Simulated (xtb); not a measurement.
C₄H₉, doublet, geometry from GFN2-xTB. Base run: GFN2-xTB run with xtb.

xtb was given this input:
```
$ xtb mol.xyz --gfn 2 --uhf 1 --json

# file mol.xyz
13

C      0.80227852     1.76477179    -0.15694418
C      0.52141927     0.40038107     0.33521225
C     -0.74490807    -0.31053583     0.05376212
C     -0.53438974    -1.81153526    -0.16655504
H      1.85278878     1.87333439    -0.43366452
H     -1.48498727    -2.30741758    -0.34953270
H      0.60506598     2.52119607     0.61469385
H      0.18232470     2.00638185    -1.01869520
H     -0.07242301    -2.26159652     0.70904246
H      0.11552400    -1.97990561    -1.02198077
H      1.21029694    -0.04478302     1.03354459
H     -1.22945641     0.12710158    -0.82320378
H     -1.44553349    -0.19280169     0.89694506
```

Each row names what was changed in the base input (with any setting that the change needs).

| change | ΔE vs base (kJ/mol) | dipole (D) | G_solv (kcal/mol) | SCF cycles |
|---|---|---|---|---|
| base | 0.00 | 0.33 | - | 9 |
| etemp = 1000 | 0.00 | 0.33 | - | 9 |
| acc = 0.1 | 0.00 | 0.33 | - | 11 |
| alpb = methanol | -13.16 | 0.39 | -3.18 | 9 |
| gbsa = acetonitrile | -11.66 | 0.37 | -2.80 | 9 |
| gbsa = chcl3 | -13.62 | 0.38 | -3.27 | 9 |

ALPB and GBSA are two models with their own fitted parameters for each solvent, which aren't always the measured dielectric constant.
